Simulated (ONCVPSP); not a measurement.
## u(r) = r·R(r): atom against pseudo-atom (ruthenium (Ru))

Columns: radius, all-electron u(r) and pseudo u(r) of the 4s shell (level -76.44 eV) of ruthenium in the configuration [Ar] 3d10 4s2 4p6 4d7 5s1; LDA (Perdew-Wang 92), scalar-relativistic, ONCV scheme, ONCVPSP 4.0.1.

```json
{"r (bohr)": "0.090", "all-electron": "0.4036", "pseudo": "0.1116"}
{"r (bohr)": "0.180", "all-electron": "-0.0839", "pseudo": "0.2283"}
{"r (bohr)": "0.270", "all-electron": "-0.5962", "pseudo": "0.3529"}
{"r (bohr)": "0.360", "all-electron": "-0.5462", "pseudo": "0.4838"}
{"r (bohr)": "0.450", "all-electron": "-0.1595", "pseudo": "0.6160"}
{"r (bohr)": "0.540", "all-electron": "0.3005", "pseudo": "0.7429"}
{"r (bohr)": "0.630", "all-electron": "0.6897", "pseudo": "0.8571"}
{"r (bohr)": "0.720", "all-electron": "0.9576", "pseudo": "0.9522"}
{"r (bohr)": "0.810", "all-electron": "1.1050", "pseudo": "1.0214"}
{"r (bohr)": "0.900", "all-electron": "1.1546", "pseudo": "1.0590"}
{"r (bohr)": "0.990", "all-electron": "1.1334", "pseudo": "1.0605"}
{"r (bohr)": "1.080", "all-electron": "1.0664", "pseudo": "1.0247"}
{"r (bohr)": "1.170", "all-electron": "0.9735", "pseudo": "0.9563"}
{"r (bohr)": "1.260", "all-electron": "0.8691", "pseudo": "0.8646"}
{"r (bohr)": "1.350", "all-electron": "0.7628", "pseudo": "0.7622"}
{"r (bohr)": "1.440", "all-electron": "0.6608", "pseudo": "0.6607"}
{"r (bohr)": "1.530", "all-electron": "0.5665", "pseudo": "0.5664"}
{"r (bohr)": "1.620", "all-electron": "0.4817", "pseudo": "0.4817"}
{"r (bohr)": "1.710", "all-electron": "0.4069", "pseudo": "0.4068"}
{"r (bohr)": "1.800", "all-electron": "0.3418", "pseudo": "0.3417"}
{"r (bohr)": "1.890", "all-electron": "0.2858", "pseudo": "0.2857"}
{"r (bohr)": "1.980", "all-electron": "0.2381", "pseudo": "0.2380"}
{"r (bohr)": "2.070", "all-electron": "0.1977", "pseudo": "0.1976"}
{"r (bohr)": "2.160", "all-electron": "0.1637", "pseudo": "0.1637"}
{"r (bohr)": "2.250", "all-electron": "0.1353", "pseudo": "0.1352"}
{"r (bohr)": "2.340", "all-electron": "0.1115", "pseudo": "0.1115"}
```

How many radial nodes do the two functions have?

The all-electron 4s function has n − l − 1 = 3 (the table is too coarse to show those close to the nucleus); the pseudo-wave has 0, since the states of the same l below it are removed with the core.

At about which radius was the pseudo-wave matched?

1.45 bohr, where the columns begin to agree (steps of 0.09 bohr).

Is the pseudo-wave norm-conserving?

Yes: the ONCV scheme keeps the norm inside the radius equal to the all-electron one, which fixes the energy derivative of the logarithmic derivative at the level.
